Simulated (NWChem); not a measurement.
System: I, doublet

Here is an NWChem input.

```
start job
memory heap 200 mb stack 900 mb global 1100 mb
geometry units angstroms noautoz
  I      0.000000     0.000000     0.000000
end
basis spherical
  I library 6-311g**
end
dft
  odft
  mult 2
  xc hfexch
  iterations 150
  mulliken
end
task dft energy
```

NWChem printed, in part:

```
             Northwest Computational Chemistry Package (NWChem) 7.3.0
             --------------------------------------------------------

                             Geometry "geometry" -> ""
                             -------------------------

 Output coordinates in angstroms (scale by  1.889725989 to convert to a.u.)

  No.       Tag          Charge          X              Y              Z
 ---- ---------------- ---------- -------------- -------------- --------------
    1 I                   53.0000     0.00000000     0.00000000     0.00000000

 Effective nuclear repulsion energy (a.u.)       0.0000000000

  xc_inp: hfexch multiplicative factor not found.

                                 NWChem DFT Module
                                 -----------------

 Summary of "ao basis" -> "ao basis" (spherical)
 ------------------------------------------------------------------------------
       Tag                 Description            Shells   Functions and Types
 ---------------- ------------------------------  ------  ---------------------
 I                          6-311g**                24       62   10s9p5d

            General Information
            -------------------
          SCF calculation type: DFT
          Wavefunction type:  spin polarized.
          No. of atoms     :     1
          No. of electrons :    53
           Alpha electrons :    27
            Beta electrons :    26
          Charge           :     0
          Spin multiplicity:     2
          Use of symmetry is: off; symmetry adaption is: off
          Maximum number of iterations: 150
          AO basis - number of functions:    62
                     number of shells:    24
          Convergence on energy requested:  1.00D-06
          Convergence on density requested:  1.00D-05
          Convergence on gradient requested:  5.00D-04

              XC Information
              --------------
                     Hartree-Fock (Exact) Exchange  1.000

      Superposition of Atomic Density Guess
      -------------------------------------

 Sum of atomic energies:       -6916.81498508

      Non-variational initial energy
      ------------------------------

 Total energy =   -6916.664133
 1-e energy   =   -9506.525636
 2-e energy   =    2589.861503
 HOMO         =      -0.345324
 LUMO         =       0.305973

     ---------------------------------------------
      Total Density - Mulliken Population Analysis
     ---------------------------------------------

    Atom       Charge   Shell Charges
 -----------   ------   -------------------------------------------------------
    1 I   53    53.00   0.94  1.00  1.05  0.92  0.95  1.06  0.98  1.07  1.35  0.68  5.02  1.20  3.37  2.34  2.99  2.97  1.02  2.62  1.48  6.22  3.85  4.88  4.85  0.20

     --------------------------------------------
      Spin Density - Mulliken Population Analysis
     --------------------------------------------

    Atom       Charge   Shell Charges
 -----------   ------   -------------------------------------------------------
    1 I   53     1.00   0.00  0.00  0.00  0.00  0.00  0.00  0.00  0.00  0.00  0.00  0.00 -0.00  0.01 -0.00  0.03 -0.02  0.17  0.52  0.30  0.00  0.00  0.00  0.00  0.00

   convergence    iter        energy       DeltaE   RMS-Dens  Diis-err
 ---------------- ----- ----------------- --------- --------- ---------
 d= 0,ls=0.0,diis     1  -6916.8077543623 -6.92D+03  1.52D-03  4.85D-03
                                                     1.12D-03  6.44D-03
 d= 0,ls=0.0,diis     2  -6916.8119147026 -4.16D-03  5.50D-04  6.96D-04
                                                     4.93D-04  6.78D-04
 d= 0,ls=0.0,diis     3  -6916.8123527759 -4.38D-04  1.56D-04  2.09D-04
                                                     1.15D-04  2.07D-04
 d= 0,ls=0.0,diis     4  -6916.8123975449 -4.48D-05  6.92D-05  5.89D-06
                                                     4.75D-05  3.27D-06
 d= 0,ls=0.0,diis     5  -6916.8124016975 -4.15D-06  2.36D-05  4.75D-07
                                                     2.22D-05  3.45D-07
 d= 0,ls=0.0,diis     6  -6916.8124020862 -3.89D-07  7.68D-06  2.17D-08
                                                     7.61D-06  1.97D-08

         Total DFT energy =    -6916.812402086153
      One electron energy =    -9506.498746325127
           Coulomb energy =     2763.550788236437
    Exchange-Corr. energy =     -173.864443997462
 Nuclear repulsion energy =        0.000000000000

 Numeric. integr. density =        0.000000000000

                    DFT Final Alpha Molecular Orbital Analysis
                    ------------------------------------------

 Vector   25  Occ=1.000000D+00  E=-4.589252D-01
              MO Center=  3.1D-14, -2.5D-13,  5.5D-14, r^2= 1.9D+00
   Bfn.  Coefficient  Atom+Function         Bfn.  Coefficient  Atom+Function
  ----- ------------  ---------------      ----- ------------  ---------------
    32      0.620308  1 I  px                29      0.286320  1 I  px
    35      0.286614  1 I  px                26     -0.270593  1 I  px
    23     -0.254237  1 I  px                17      0.126213  1 I  px
    20      0.085700  1 I  px                11     -0.055093  1 I  px

 Vector   26  Occ=1.000000D+00  E=-4.009108D-01
              MO Center= -2.0D-14, -1.8D-14, -2.4D-14, r^2= 2.0D+00
   Bfn.  Coefficient  Atom+Function         Bfn.  Coefficient  Atom+Function
  ----- ------------  ---------------      ----- ------------  ---------------
    33      0.507784  1 I  py                36      0.289182  1 I  py
    34      0.281432  1 I  pz                30      0.250451  1 I  py
    27     -0.230210  1 I  py                24     -0.219959  1 I  py
    37      0.160275  1 I  pz                31      0.138809  1 I  pz
    28     -0.127591  1 I  pz                25     -0.121909  1 I  pz

 Vector   27  Occ=1.000000D+00  E=-4.009108D-01
              MO Center= -4.0D-14,  1.8D-13,  3.2D-14, r^2= 2.0D+00
   Bfn.  Coefficient  Atom+Function         Bfn.  Coefficient  Atom+Function
  ----- ------------  ---------------      ----- ------------  ---------------
    34      0.507829  1 I  pz                37      0.289208  1 I  pz
    33     -0.281403  1 I  py                31      0.250474  1 I  pz
    28     -0.230231  1 I  pz                25     -0.219979  1 I  pz
    36     -0.160258  1 I  py                30     -0.138795  1 I  py
    27      0.127577  1 I  py                24      0.121896  1 I  py

 Vector   28  Occ=0.000000D+00  E= 2.821022D-01
              MO Center= -1.1D-13, -1.8D-14,  1.5D-15, r^2= 5.9D+00
   Bfn.  Coefficient  Atom+Function         Bfn.  Coefficient  Atom+Function
  ----- ------------  ---------------      ----- ------------  ---------------
    35     -1.620057  1 I  px                32      1.559345  1 I  px
    29     -0.216435  1 I  px                23     -0.210719  1 I  px
    20      0.071425  1 I  px                17      0.068209  1 I  px
    26     -0.034831  1 I  px                11     -0.033274  1 I  px

 Vector   29  Occ=0.000000D+00  E= 3.070886D-01
              MO Center=  3.0D-13,  1.1D-12, -1.0D-12, r^2= 5.8D+00
   Bfn.  Coefficient  Atom+Function         Bfn.  Coefficient  Atom+Function
  ----- ------------  ---------------      ----- ------------  ---------------
    36     -1.176473  1 I  py                33      1.162221  1 I  py
    37      1.112604  1 I  pz                34     -1.099126  1 I  pz
    30     -0.170598  1 I  py                31      0.161336  1 I  pz
    24     -0.159789  1 I  py                25      0.151114  1 I  pz
    21      0.054143  1 I  py                22     -0.051204  1 I  pz

 Vector   30  Occ=0.000000D+00  E= 3.070886D-01
              MO Center= -2.3D-14,  1.7D-12,  1.8D-12, r^2= 5.8D+00
   Bfn.  Coefficient  Atom+Function         Bfn.  Coefficient  Atom+Function
  ----- ------------  ---------------      ----- ------------  ---------------
    37     -1.176590  1 I  pz                34      1.162337  1 I  pz
    36     -1.112508  1 I  py                33      1.099031  1 I  py
    31     -0.170615  1 I  pz                30     -0.161322  1 I  py
    25     -0.159805  1 I  pz                24     -0.151101  1 I  py
    22      0.054149  1 I  pz                21      0.051200  1 I  py

                     DFT Final Beta Molecular Orbital Analysis
                     -----------------------------------------

 Vector   24  Occ=1.000000D+00  E=-7.785230D-01
              MO Center=  1.7D-14,  6.2D-13, -3.0D-14, r^2= 1.4D+00
   Bfn.  Coefficient  Atom+Function         Bfn.  Coefficient  Atom+Function
  ----- ------------  ---------------      ----- ------------  ---------------
     9      0.882626  1 I  s                  8     -0.561863  1 I  s
     7     -0.433746  1 I  s                 10      0.400235  1 I  s
     6      0.359906  1 I  s                  5      0.181408  1 I  s
     4     -0.123409  1 I  s                  3     -0.070713  1 I  s
    62     -0.038933  1 I  d  2               2      0.029432  1 I  s

 Vector   25  Occ=1.000000D+00  E=-3.814391D-01
              MO Center=  2.6D-15,  1.5D-13, -1.9D-13, r^2= 2.0D+00
   Bfn.  Coefficient  Atom+Function         Bfn.  Coefficient  Atom+Function
  ----- ------------  ---------------      ----- ------------  ---------------
    34      0.564814  1 I  pz                37      0.348142  1 I  pz
    31      0.285970  1 I  pz                28     -0.259967  1 I  pz
    25     -0.250288  1 I  pz                19      0.122890  1 I  pz
    22      0.083972  1 I  pz                13     -0.053685  1 I  pz

 Vector   26  Occ=1.000000D+00  E=-3.814391D-01
              MO Center=  1.1D-14, -4.5D-13,  5.0D-14, r^2= 2.0D+00
   Bfn.  Coefficient  Atom+Function         Bfn.  Coefficient  Atom+Function
  ----- ------------  ---------------      ----- ------------  ---------------
    33      0.564761  1 I  py                36      0.348109  1 I  py
    30      0.285944  1 I  py                27     -0.259943  1 I  py
    24     -0.250265  1 I  py                18      0.122878  1 I  py
    21      0.083964  1 I  py                12     -0.053680  1 I  py

 Vector   27  Occ=0.000000D+00  E=-5.916430D-02
              MO Center= -4.5D-14,  2.9D-13,  3.1D-14, r^2= 2.6D+00
   Bfn.  Coefficient  Atom+Function         Bfn.  Coefficient  Atom+Function
  ----- ------------  ---------------      ----- ------------  ---------------
    35      0.561274  1 I  px                32      0.378858  1 I  px
    29      0.259417  1 I  px                26     -0.235930  1 I  px
    23     -0.210675  1 I  px                17      0.107486  1 I  px
    20      0.071452  1 I  px                11     -0.046751  1 I  px

 Vector   28  Occ=0.000000D+00  E= 3.112240D-01
              MO Center=  1.6D-14,  7.0D-13, -9.5D-13, r^2= 5.8D+00
   Bfn.  Coefficient  Atom+Function         Bfn.  Coefficient  Atom+Function
  ----- ------------  ---------------      ----- ------------  ---------------
    34      1.298278  1 I  pz                37     -1.301934  1 I  pz
    33     -0.957717  1 I  py                36      0.960415  1 I  py
    31     -0.192869  1 I  pz                25     -0.179622  1 I  pz
    30      0.142276  1 I  py                24      0.132504  1 I  py
    22      0.060848  1 I  pz                19      0.057070  1 I  pz

 Vector   29  Occ=0.000000D+00  E= 3.112240D-01
              MO Center= -2.5D-14,  1.9D-12,  1.4D-12, r^2= 5.8D+00
   Bfn.  Coefficient  Atom+Function         Bfn.  Coefficient  Atom+Function
  ----- ------------  ---------------      ----- ------------  ---------------
    33      1.298163  1 I  py                36     -1.301820  1 I  py
    34      0.957816  1 I  pz                37     -0.960513  1 I  pz
    30     -0.192852  1 I  py                24     -0.179606  1 I  py
    31     -0.142291  1 I  pz                25     -0.132518  1 I  pz
    21      0.060843  1 I  py                18      0.057065  1 I  py

     ---------------------------------------------
      Total Density - Mulliken Population Analysis
     ---------------------------------------------

    Atom       Charge   Shell Charges
 -----------   ------   -------------------------------------------------------
    1 I   53    53.00   0.94  1.00  1.05  0.92  0.95  1.06  0.98  1.07  1.35  0.68  5.02  1.20  3.37  2.34  2.99  2.97  1.04  2.70  1.38  6.22  3.85  4.88  4.85  0.21

     --------------------------------------------
      Spin Density - Mulliken Population Analysis
     --------------------------------------------

    Atom       Charge   Shell Charges
 -----------   ------   -------------------------------------------------------
    1 I   53     1.00  -0.00  0.00  0.00 -0.00  0.00 -0.00  0.00 -0.00  0.01 -0.01  0.00 -0.00  0.01 -0.00  0.04 -0.03  0.18  0.61  0.20 -0.00  0.00 -0.01 -0.00  0.01

     -------------------------------------------
      Total Density - Lowdin Population Analysis
     -------------------------------------------

    Atom       Charge   Shell Charges
 -----------   ------   -------------------------------------------------------
    1 I   53    53.00   1.04  0.97  1.06  0.92  0.91  1.03  0.88  1.17  1.07  0.96  4.82  1.77  2.94  2.48  2.68  2.91  1.42  2.38  1.60  6.13  4.00  4.68  4.78  0.41

     ------------------------------------------
      Spin Density - Lowdin Population Analysis
     ------------------------------------------

    Atom       Charge   Shell Charges
 -----------   ------   -------------------------------------------------------
    1 I   53     1.00  -0.00  0.00  0.00 -0.00 -0.00 -0.00 -0.00  0.00  0.00 -0.00  0.00  0.00  0.01 -0.00  0.04  0.01  0.17  0.49  0.27 -0.00 -0.00 -0.01  0.00  0.01

   alpha - beta orbital overlaps
   -----------------------------

   alpha      1      2      3      4      5      6      7      8      9     10
    beta      1      2      5      3      4      6      7      8      9     10
 overlap   1.000  1.000  1.000  0.991  0.991  1.000  1.000  0.946  0.946  1.000

   alpha     11     12     13     14     15     16     17     18     19     20
    beta     11     12     13     14     15     16     17     18     19     20
 overlap   0.993  0.993  1.000  1.000  1.000  1.000  0.975  0.975  1.000  0.894

   alpha     21     22     23     24     25     26     27     28     29     30
    beta     21     23     22     24     27     26     25     30     28     29
 overlap   0.894  1.000  1.000  0.997  0.983  0.875  0.875  0.983  0.984  0.984

   alpha     31     32     33     34     35     36     37     38     39     40
    beta     31     36     35     34     32     33     37     38     39     40
 overlap   1.000  0.997  0.994  0.994  1.000  1.000  0.999  0.827  0.827  0.993

   alpha     41     42     43     44     45     46     47     48     49     50
    beta     42     41     43     44     45     46     47     48     49     50
 overlap   0.990  0.990  1.000  1.000  0.993  1.000  0.795  0.795  1.000  1.000

   alpha     51     52     53     54     55     56     57     58     59     60
    beta     51     52     53     55     54     56     57     58     59     60
 overlap   0.984  0.984  1.000  0.808  0.808  1.000  1.000  1.000  1.000  1.000

   alpha     61     62
    beta     61     62
 overlap   1.000  1.000

     --------------------------
     Expectation value of S2:
     --------------------------
      <S2> =      0.7568 (Exact =     0.7500)
```

Level: UHF/6-311G** (spherical d), non-relativistic. The open p shell is one determinant without spherical averaging. No stability test was run on the SCF state.
